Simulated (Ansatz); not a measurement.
`Cl[Si](Cl)(Cl)[SeH]` + `CC[SiH3]` → `C[Si](Cl)(Cl)Cl` + `[SiH3]C[SeH]` at 600 K and 1 bar (redistribution).

Isolated molecules relaxed with PBE0-D4/def2-TZVP in Ansatz; ΔE leaves out vibrations. CCSD(T)/CBS adds triple-zeta CCSD(T) − MP2 to the extrapolated MP2 energy (def2 sets, frozen cores). For Se outer-core shells are correlated without core-valence functions, which leaves a few kJ/mol of doubt a bond. Scalar relativity is left out up to krypton. One conformer a species, not always the lowest.

| species | CCSD(T)/CBS energy (Eh) | H − E (kJ/mol) | S (J/(mol·K)) |
| --- | --- | --- | --- |
| `Cl[Si](Cl)(Cl)[SeH]` | -4069.90520 | 93.6 | 458.3 |
| `CC[SiH3]` | -369.99568 | 287.7 | 377.1 |
| `C[Si](Cl)(Cl)Cl` | -1708.45088 | 169.5 | 433.1 |
| `[SiH3]C[SeH]` | -2731.43590 | 208.8 | 398.2 |

H − E and S are ideal-gas, rigid-rotor, harmonic terms from PBE0-D4/def2-TZVP, for one conformer and one mirror image of each species. 1 Eh = 2625.50 kJ/mol, R = 8.31446 J/(mol·K).

By hand: ΔE, ΔH, ΔS and ΔG.

ΔE = (-1708.45088) + (-2731.43590) − (-4069.90520) − (-369.99568) = 0.01410 Eh = 37.0 kJ/mol. Δ(H − E) = 169.5 + 208.8 − 93.6 − 287.7 = -3.0, so ΔH = 34.0 kJ/mol. ΔS = 433.1 + 398.2 − 458.3 − 377.1 = -4.1 J/(mol·K). ΔG = 34.0 − 600 × (-4.1)/1000 = 36.5 kJ/mol.

By hand: the equilibrium constant, and the temperature at which ΔG would vanish if ΔH and ΔS stayed fixed.

log₁₀ K = −ΔG/(RT ln 10) = -3.2. ΔH and −TΔS have one sign here, so there is no such temperature. One of them is within its doubt of zero, so this could turn.

The number of gas molecules stays the same, so ΔS is small and ΔH decides. A doubt of 5 kJ/mol in ΔE shifts log₁₀ K by 0.4 here. Other conformers and mirror images would add mixing entropy, several J/(mol·K) or more a flexible species. These are equilibria of isolated gas molecules and say nothing of rates. Largest T1 diagnostic: 0.010 (customary marks: 0.02 for closed shells, 0.045 for open ones).
